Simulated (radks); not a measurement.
All-electron atom: Pb4+ in [Kr] 4d10 4f14 5s2 5p4 5d10 5f2 (not the ground configuration). Calculated with a radial shooting solver on a logarithmic mesh with Libxc functionals: scalar-relativistic Kohn-Sham, r2SCAN, spin-polarised, spherical densities, finite nucleus; open shells are filled with parallel spins first (spin-orbit coupling, left out, can overturn this in heavy ions); meta-GGA in the generalised Kohn-Sham scheme; Fermi nuclear charge, rms radius 5.5012 fm.

Local quantities along the radius. ELF = 1/(1 + alpha^2) is the electron localisation function; alpha = (tau - tau_W)/tau_unif compares the Pauli kinetic energy density with that of the uniform gas (summed over spins). tau is taken from the large components.

r (bohr)     ELF    alpha
0.0009677  1.000  0.02221
0.001127   0.999  0.02321
0.001311   0.999  0.02448
0.001515   0.999  0.02597
0.001763   0.999  0.02794
0.002053   0.999  0.03043
0.00239    0.999  0.03362
0.002782   0.999  0.03774
0.003239   0.998  0.04313
0.00377    0.997  0.05031
0.004389   0.996  0.06004
0.00511    0.995  0.07354
0.005948   0.991  0.09273
0.00687    0.986   0.1189
0.007997   0.975   0.1599
0.00931    0.953   0.2228
0.01084    0.907   0.3206
0.01262    0.817   0.4726
0.01469    0.672   0.6984
0.0171     0.503   0.9948
0.01991    0.377    1.287
0.02318    0.332    1.417
0.02698    0.374    1.294
0.03141    0.489    1.023
0.03628    0.618   0.7857
0.04223    0.714   0.6323
0.04916    0.742   0.5897
0.05723    0.692   0.6673
0.06663    0.557   0.8922
0.07757    0.402    1.221
0.0903     0.350    1.363
0.1051     0.442    1.124
0.1224     0.606   0.8065
0.1425     0.706   0.6456
0.1645     0.689   0.6718
0.1915     0.524   0.9537
0.223      0.317    1.467
0.2596     0.315    1.475
0.3022     0.516   0.9683
0.3518     0.685   0.6781
0.4096     0.716   0.6299
0.4768     0.628   0.7692
0.5551     0.438    1.132
0.6462     0.299    1.532
0.7523     0.350    1.362
0.8688     0.521   0.9579
1.011      0.631   0.7645
1.177      0.615   0.7917
1.371      0.500   0.9994
1.596      0.318    1.463
1.858      0.152    2.365
2.163      0.069    3.671
2.518      0.044    4.634
2.931      0.037    5.122
3.412      0.028    5.939
3.941      0.016    7.723
4.588      0.007    11.96
5.341      0.002    22.40
6.218      0.000    52.31
7.238      0.000    157.3
8.426      0.000    632.3

On this mesh the ELF has minima near r = 0.023, 0.090, 0.26, 0.65 bohr, which separate the shells, and maxima near 0.049 (0.74), 0.14 (0.71), 0.41 (0.72), 1.0 (0.63).
